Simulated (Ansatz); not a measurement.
`NB(F)F` → B• + 2 F• + 2 H• + N•  (atomization)

Calculated with Ansatz (gas phase, PBE0-D4/def2-TZVP geometries, no zero-point term in ΔE). CBS: MP2 limit from def2 TZ/QZ plus the TZ coupled-cluster correction, frozen cores. This one scheme is used for every species, atoms too. Functionals use def2-TZVPP. Open shells (•) are unrestricted, without spin–orbit coupling. Spin–orbit coupling would lower the free atoms: a little for B, F. One conformer a species, not always the lowest.

```csv
level,ΔE (kcal/mol)
revPBE-D4,616.5
r2SCAN0-D4,607.9
BHLYP-D4,598.2
CAM-B3LYP-D4,627.9
ωB97M-V,623.8
B2PLYP,617.9
MP2/def2-SVP,608.1
MP2/CBS(def2),641.5
```

Q: What does CCSD(T)/CBS give? (An estimate is asked.)

A: Ansatz gave: +619.3 kcal/mol. The listed levels differ from it by -2.8, -11.4, -21.1, 8.6, 4.5, -1.4, -11.2, 22.2 kcal/mol.

Q: What do rigid-rotor, harmonic-oscillator terms from PBE0-D4/def2-TZVP frequencies (298.15 K, 1 bar) make of the CCSD(T)/CBS value? (An estimate is asked.)

A: Computed: ΔZPE = -23.2 kcal/mol, ΔH = +601.8 kcal/mol, ΔS = 585 J/(mol·K), ΔG = +560.1 kcal/mol. Open shells count their whole term as degenerate.

Largest T1 diagnostic among the species: 0.014.

From PBE to PBE0 (25 % exact exchange), in def2-TZVPP and without D4, ΔE moves by −17.0 kcal/mol: exact exchange takes away binding that semilocal exchange gives to molecules. In def2-TZVPP, CCSD(T) changes the Hartree–Fock value by +145.9 kcal/mol (the triples alone add +9.3 kcal/mol) and MP2 by +168.1 kcal/mol; breaking electron pairs costs correlation energy, which Hartree–Fock lacks.

For atomizations the MP2-based limit and the directly extrapolated one differ by several kJ/mol either way, and by 10 to 25 for some Ge, Se and Sn compounds, so smaller differences from it don't rank the levels.
